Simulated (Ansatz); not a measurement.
Cost and result for the atomization energy of CH₇AlSSi₂ (12 atoms, 13 bonds).

| atom | x (Å) | y (Å) | z (Å) |
| --- | --- | --- | --- |
| Si1 | -0.029 | -1.692 | 1.538 |
| S2 | 0.917 | -0.808 | -0.193 |
| C3 | -0.489 | 0.214 | -0.801 |
| Al4 | 0.486 | 1.481 | 0.372 |
| Si5 | 0.298 | 1.521 | -1.944 |
| H6 | 1.022 | -2.402 | 2.307 |
| H7 | -0.663 | -0.613 | 2.334 |
| H8 | -1.056 | -2.654 | 1.067 |
| H9 | -1.384 | -0.367 | -1.006 |
| H10 | 0.518 | 1.913 | 1.888 |
| H11 | -0.805 | 2.346 | -2.508 |
| H12 | 1.186 | 1.062 | -3.053 |

Total charge 0; spin multiplicity 1. The bonds changed during the relaxation, so this is another structure than the one it started from. All single points use the PBE0-D4/def2-TZVP geometry. It is one conformer, not always the lowest. Program: Ansatz. All runs use 4 threads of an Arm Neoverse V1 on a shared host. Times are those of one run each, without the atoms' runs, and a repeat can differ threefold. Electronic energies, without spin–orbit coupling; frozen cores. CCSD(T)/CBS adds CCSD(T) − MP2 in def2-TZVPP to the MP2 limit, and its time is that of the two runs behind it. T1 = 0.014. B3LYP takes the VWN-RPA correlation (the form of Gaussian; ORCA's B3LYP/G).

CCSD(T)/CBS is a level of theory with its own doubt, some kJ/mol a heavy atom from the limit and from the frozen cores, so smaller differences don't rank the functionals.

| level | functions | wall time | atomization (kJ/mol) | difference from CCSD(T)/CBS | per bond |
| --- | --- | --- | --- | --- | --- |
| PBE-D4/def2-TZVPP (with forces) | 297 | 4.1 s | 3639.9 | 11.6 | 0.9 |
| PBE0-D4/def2-TZVPP | 297 | 5.5 s | 3613.4 | -14.9 | -1.1 |
| r2SCAN-D4/def2-TZVPP (with forces) | 297 | 8 s | 3648.3 | 20.0 | 1.5 |
| B3LYP-D4/def2-TZVPP (with forces) | 297 | 8.5 s | 3597.6 | -30.7 | -2.4 |
| B2PLYP/def2-TZVPP | 297 | 8.5 s | 3547.2 | -81.1 | -6.2 |
| ωB97X-V/def2-TZVPP | 297 | 13 s | 3655.7 | 27.4 | 2.1 |
| ωB97M-V/def2-TZVPP (with forces) | 297 | 19 s | 3635.4 | 7.1 | 0.5 |
| MP2/def2-QZVPP | 547 | 32 s | 3606.2 | -22.1 | -1.7 |
| CCSD(T)/def2-TZVPP | 297 | 3.1 min | 3518.6 | -109.7 | -8.4 |
| CCSD(T)/CBS(def2) | – | 3.6 min | 3628.3 | 0.0 | 0.0 |

The D4 term adds +61.2 kJ/mol with B3LYP and +32.0 kJ/mol with PBE0; it sums over pairs of atoms, weighted by their polarisabilities, and B3LYP, whose exchange is more repulsive, gets the larger term. In def2-TZVPP, CCSD(T) changes the Hartree–Fock value by +891.5 kJ/mol (the triples alone add +59.8 kJ/mol) and MP2 by +914.1 kJ/mol; breaking electron pairs costs correlation energy, which Hartree–Fock lacks. From PBE to PBE0 (25 % exact exchange), in def2-TZVPP and without D4, the atomization energy moves by −21.1 kJ/mol: exact exchange takes away binding that semilocal exchange gives to molecules.
